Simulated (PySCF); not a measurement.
**Radial density of Pd(39+) (palladium, charge +39)**

UHF, [He] 2s2 2p3, high-spin 4S determinant. All numbers are calculated (PySCF 2.14, the spin-free X2C one-electron Hamiltonian (Gaussian nucleus), in an even-tempered Gaussian basis (19 s from 16 bohr⁻², ratio 2.2; 12 p from 21 bohr⁻², ratio 2.2; 6 d from 83 bohr⁻², ratio 2.4; 5 f from 120 bohr⁻², ratio 2.4; 4 g from 190 bohr⁻², ratio 2.4)).

```json
{"r (bohr)": "0.0286", "4πr²ρ (e/bohr)": "51.07", "4πr²(ρα − ρβ)": "4.3861"}
{"r (bohr)": "0.0481", "4πr²ρ (e/bohr)": "34.10", "4πr²(ρα − ρβ)": "13.7931"}
{"r (bohr)": "0.0809", "4πr²ρ (e/bohr)": "38.80", "4πr²(ρα − ρβ)": "24.8347"}
{"r (bohr)": "0.136", "4πr²ρ (e/bohr)": "32.60", "4πr²(ρα − ρβ)": "17.4102"}
{"r (bohr)": "0.229", "4πr²ρ (e/bohr)": "5.295", "4πr²(ρα − ρβ)": "2.5024"}
{"r (bohr)": "0.385", "4πr²ρ (e/bohr)": "0.05510", "4πr²(ρα − ρβ)": "0.0255"}
```

Densities and radii are taken from the X2C orbitals without a picture-change correction, which distorts them close to the nucleus.

Spin-orbit coupling is strong in this species (close to jj coupling), so the high-spin LS determinant is a model state, not a physical level.
